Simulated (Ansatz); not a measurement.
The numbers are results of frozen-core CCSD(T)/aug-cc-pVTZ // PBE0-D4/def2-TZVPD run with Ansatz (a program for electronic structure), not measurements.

Ansatz 0.2 input:
```yaml
crystal:
  periodic: [false, false, false]
  atoms:
    - { symbol: C, position_ang: [-1.311783, 0.559222, -0.312592] }
    - { symbol: C, position_ang: [-0.353162, -0.40625, -0.272413] }
    - { symbol: C, position_ang: [0.991291, -0.202009, 0.160391] }
    - { symbol: N, position_ang: [2.082452, -0.018216, 0.515958] }
    - { symbol: H, position_ang: [-0.852764, 1.505027, 0.046717] }
    - { symbol: H, position_ang: [-0.556033, -1.437775, -0.579403] }
basis:
  gaussian: { orbitals: aug-cc-pVTZ }
correlation:
  method: ccsd_t
total_charge: -1
```

Output:

```
Functional definition: HF
1352 factors; integrals over basis functions are off by at most 7.2e-4 eV
mean field evaluation 1: about -4601.3097 eV, gradient 3.0e1 eV
mean field evaluation 2: about -4601.3143 eV, gradient 3.0e1 eV
mean field evaluation 4: about -4604.0560 eV, gradient 4.7e0 eV
mean field evaluation 8: about -4604.1612 eV, gradient 6.3e-1 eV
mean field evaluation 16: about -4603.0738 eV, gradient 2.2e1 eV
mean field -4604.16541855 eV, -169.1999583164 hartree, gradient 6.3e-6 eV, S^2 0.000000; 0 other end points of the search recorded, 0 dependent functions left out
4 core orbitals not correlated
reference -4604.16541855 eV, -169.1999583164 hartree; 10, 10 occupied and 216, 216 virtual orbitals, 1352 factors
second order -18.27802798 eV of doubles, -0.00000000 eV of singles
cycle   1  -17.88059931 eV  change    4.0e-1 eV  update   1.2e-1
cycle   2  -18.45707795 eV  change   -5.8e-1 eV  update   3.9e-2
cycle   3  -18.59238238 eV  change   -1.4e-1 eV  update   2.1e-2
cycle   4  -18.58161724 eV  change    1.1e-2 eV  update   7.1e-3
cycle   5  -18.58070740 eV  change    9.1e-4 eV  update   4.0e-3
cycle   6  -18.58205568 eV  change   -1.3e-3 eV  update   1.4e-3
cycle   7  -18.58121205 eV  change    8.4e-4 eV  update   6.5e-4
cycle   8  -18.58102885 eV  change    1.8e-4 eV  update   2.0e-4
cycle   9  -18.58108367 eV  change   -5.5e-5 eV  update   8.7e-5
cycle  10  -18.58107516 eV  change    8.5e-6 eV  update   3.6e-5
cycle  11  -18.58104261 eV  change    3.3e-5 eV  update   1.9e-5
cycle  12  -18.58106471 eV  change   -2.2e-5 eV  update   9.5e-6
cycle  13  -18.58106245 eV  change    2.3e-6 eV  update   4.0e-6
perturbative correction -1.05094716 eV, -0.0386215958 hartree
Total energy: -4623.79742816 eV, -169.9214213625 hartree
```

Cost: very roughly 2.3 core-minutes.
